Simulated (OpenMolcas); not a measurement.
# Ge I: CASPT2 settings compared

```yaml
Program: OpenMolcas
Basis: ANO-RCC-VDZ [5s4p1d]
Scalar_Hamiltonian: X2C, point nucleus
Active_space: 2 electrons in 3 orbitals (4p)
State_averaging: 2S+1 = 3 even, 3 roots; 2S+1 = 1 even, 6 roots kept (CI in the orbitals of an earlier block)
Spin-orbit_coupling: state interaction with AMFI integrals over the reference wave functions, term energies averaged over their components
```

Methods on the same reference wave functions:
A. CASSCF
B. SS-CASPT2, IPEA 0.35 Eh, imaginary shift 0.2 Eh (closed shells correlated: 3d 4s)
C. SS-CASPT2, IPEA 0.1 Eh, imaginary shift 0.05 Eh (closed shells correlated: 3d 4s)
D. XMS-CASPT2, IPEA 0.35 Eh, imaginary shift 0.3 Eh (closed shells correlated: 4s)

Energies in cm⁻¹ above 4s² 4p² ³P₀, the measured ground level; measured values from NIST Handbook of Basic Atomic Spectroscopic Data.

```tsv
Level	A	B	C	D	Measured
4s² 4p² ³P₀	0.0	0.0	0.0	0.0	0.0
4s² 4p² ³P₁	451	463	465	463	557
4s² 4p² ³P₂	1205	1217	1219	1217	1410
4s² 4p² ¹D₂	9725	9560	9520	9500	7125
4s² 4p² ¹S₀	23005	18760	18310	18680	16367
```

Deviations, from unrounded energies. A percentage is the sum of absolute deviations over the sum of measured energies, with the sign that they share, or ± where signs differ.

| Against measurement | Levels | A | B | C | D |
| --- | --- | --- | --- | --- | --- |
| mean absolute deviation (cm-1) | 4 | 2400 | 1300 | 1200 | 1200 |
| fine structure of the ground term (%) | 2 | -15.8 | -14.6 | -14.4 | -14.6 |
| other terms of the ground configuration (%) | 2 | +39.3 | +20.5 | +18.5 | +20.0 |

C lies closest to measurement on these levels and A furthest from it. The largest miss of C in the table is 4s² 4p² ¹D₂, by +2400 cm-1. The ranking rests on the paired levels alone, and a cruder setting can come out closer through cancelling errors.

Among B to D the level of the table that moves most is 4s² 4p² ¹S₀, by 450 cm-1 (lowest in C, highest in B). Moves below CASPT2's spread within the term are not significant.

The mean deviations of B to D differ by less than CASPT2's widest spread within a term (200 cm-1), so their order carries little weight.

From A to B the spin-free energies of the other terms of 4s² 4p² shown, above ³P, scale by factors of 0.81 to 0.98.

The lowest spin-free term lies below A's lowest term by 0.019 hartree in B, 0.019 hartree in C, 0.015 hartree in D.

CASPT2 breaks the degeneracy within a term, and the mean is taken; among the terms shown or strongly mixed into the levels shown the widest spread is 200 cm-1 (4s² 4p² ¹D, D). Terms from blocks run as CI alone lack orbitals of their own. With the s shell closed, the reference lacks s² → p² mixing. Without dynamic correlation excited terms often stand tens of per cent too high (terms of higher spin than the ground term too low), and those without a measured partner can miss by more than the paired ones (holds for A). Some terms miss by over 15 % even with CASPT2, which points to a basis or an active space too small for the shells correlated (holds for B; C; D). Computed and measured levels are paired by configuration, term and J; levels that our copy of the source lacks, or whose pairing is in doubt (as where it misses far off the trend of its configuration), stay unpaired and out of the deviations. Only configurations of the active space appear.
